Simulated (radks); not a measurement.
Problem. The mean radii <r> (bohr) of the occupied orbitals of an atom or ion are listed with their occupations. All-electron calculation, Dirac Kohn-Sham, LDA (Slater exchange, Perdew-Zunger correlation), spin-unpolarised, spherical densities, point nucleus. Program: a radial shooting solver on a logarithmic mesh with Libxc functionals.

| orbital | occ. | <r> |
|---|---|---|
| 1s1/2 | 2 | 0.01931 |
| 2s1/2 | 2 | 0.07961 |
| 2p1/2 | 1.33333 | 0.06582 |
| 2p3/2 | 2.66667 | 0.07304 |
| 3s1/2 | 2 | 0.1921 |
| 3p1/2 | 1 | 0.1799 |
| 3p3/2 | 2 | 0.1908 |
| 4p1/2 | 0.666667 | 0.3494 |
| 4p3/2 | 1.33333 | 0.3641 |

Name the element and its charge. Open shells, if any, are shared by 2j + 1.

Solution. Z = 71, lutetium, charge +56: Lu56+ in [He] 2s2 2p4 3s2 3p3 4p2. The 1s radius gives Z: for a bare nucleus <r> = (2 gamma + 1)/(2Z) with gamma = sqrt(1 - (Z/c)^2), 0.01909 bohr for Z = 71, and screening makes it slightly larger (0.01931 here). The occupations add up to 15, and the charge is Z minus that.
